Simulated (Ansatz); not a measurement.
`C[CH2][SbH2]` + CH₃SH → `C[S][SbH2]` + `CC` at 500 K and 1 bar (ligand exchange at the Sb–C bond).

Isolated molecules relaxed with PBE0-D4/def2-TZVP in Ansatz; ΔE leaves out vibrations. CCSD(T)/CBS adds triple-zeta CCSD(T) − MP2 to the extrapolated MP2 energy (def2 sets, frozen cores). This one scheme is used for every species. def2 core potentials past Kr. For Sb outer-core shells are correlated without core-valence functions, which leaves a few kJ/mol of doubt a bond.

```
       species  CCSD(T)/CBS energy (Eh)  H − E (kJ/mol)  S (J/(mol·K))
`C[CH2][SbH2]`               -320.31453           243.9          367.3
         CH₃SH               -438.22835           145.1          283.7
  `C[S][SbH2]`               -678.84952           174.9          388.4
          `CC`                -79.71954           220.5          259.9
```

H − E and S are ideal-gas, rigid-rotor, harmonic terms from PBE0-D4/def2-TZVP. 1 Eh = 2625.50 kJ/mol, R = 8.31446 J/(mol·K).

Q: By hand: ΔE, ΔH, ΔS and ΔG.

A: ΔE = (-678.84952) + (-79.71954) − (-320.31453) − (-438.22835) = -0.02618 Eh = -68.7 kJ/mol. Δ(H − E) = 174.9 + 220.5 − 243.9 − 145.1 = 6.4, so ΔH = -62.3 kJ/mol. ΔS = 388.4 + 259.9 − 367.3 − 283.7 = -2.7 J/(mol·K). ΔG = -62.3 − 500 × (-2.7)/1000 = -60.9 kJ/mol.

Q: By hand: the equilibrium constant, and the temperature at which ΔG would vanish if ΔH and ΔS stayed fixed.

A: log₁₀ K = −ΔG/(RT ln 10) = 6.4. ΔG = 0 at ΔH/ΔS = 23074 K, far beyond where these terms or the molecules hold.

The number of gas molecules stays the same, so ΔS is small and ΔH decides. A doubt of 5 kJ/mol in ΔE shifts log₁₀ K by 0.5 here. Modes under 60 cm⁻¹, often nearly free rotors, make the harmonic entropy too high. These are equilibria of isolated gas molecules and say nothing of rates. Largest T1 diagnostic: 0.013 (customary marks: 0.02 for closed shells, 0.045 for open ones).
